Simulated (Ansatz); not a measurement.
`c1ccc2nc3ccccc3nc2c1`, 22 atoms. Charge 0, multiplicity 1. Hardware: A = 4 threads of an AMD EPYC 7R13 on a shared host and a share of an NVIDIA H100 80 GB; B = 4 threads of an AMD EPYC 7R13 on a shared host. Correlated methods freeze the cores.

(1) Give the basis size and wall time and peak host memory of each of these runs in Ansatz. RKS B3LYP-D4/def2-TZVPP energy and forces [A]; RHF-MP2/def2-QZVPP energy [A]; RHF-CCSD(T)/def2-TZVPP energy [A]; RKS BHLYP-D4/def2-TZVPP energy [A]; RHF-CCSD(T)/def2-SVP energy [A]; RKS ωB97M-V/def2-QZVPP energy [A]; RKS PBE0-D4/def2-TZVP relaxation (5 steps) [A]; RKS PBE0-D4/def2-TZVPP energy [A]; RKS ωB97M-V/def2-SVP energy [B]; RKS PBE0-D4/def2-QZVPP energy [A]; RKS PBE0-D4/def2-SVP energy [B]; direct RPA on PBE orbitals/def2-TZVPP energy [A]. (Best estimate.)

Answers

(1) The calculation gave: Other jobs shared the machine, so times are rough.

| level | job | functions | wall time | peak host memory (GiB) |
| --- | --- | --- | --- | --- |
| RKS BHLYP-D4/def2-TZVPP | energy [A] | 546 | 3.2 s | 1.3 |
| RKS PBE0-D4/def2-TZVPP | energy [A] | 546 | 4.2 s | 1.2 |
| RHF-CCSD(T)/def2-SVP | energy [A] | 236 | 5.5 s | 1.3 |
| RKS PBE0-D4/def2-SVP | energy [B] | 236 | 6.5 s | 1.3 |
| RKS B3LYP-D4/def2-TZVPP | energy and forces [A] | 546 | 7 s | 1.3 |
| direct RPA on PBE orbitals/def2-TZVPP | energy [A] | 546 | 9.5 s | 3.3 |
| RKS PBE0-D4/def2-QZVPP | energy [A] | 1038 | 14 s | 1.7 |
| RKS ωB97M-V/def2-SVP | energy [B] | 236 | 16 s | 1.6 |
| RKS ωB97M-V/def2-QZVPP | energy [A] | 1038 | 23 s | 1.8 |
| RHF-MP2/def2-QZVPP | energy [A] | 1038 | 26 s | 1.9 |
| RKS PBE0-D4/def2-TZVP | relaxation (5 steps) [A] | 482 | 28 s | 1.3 |
| RHF-CCSD(T)/def2-TZVPP | energy [A] | 546 | 4.1 min | 6.2 |

B3LYP here is the variant with VWN-RPA as its local correlation; programs differ in this.
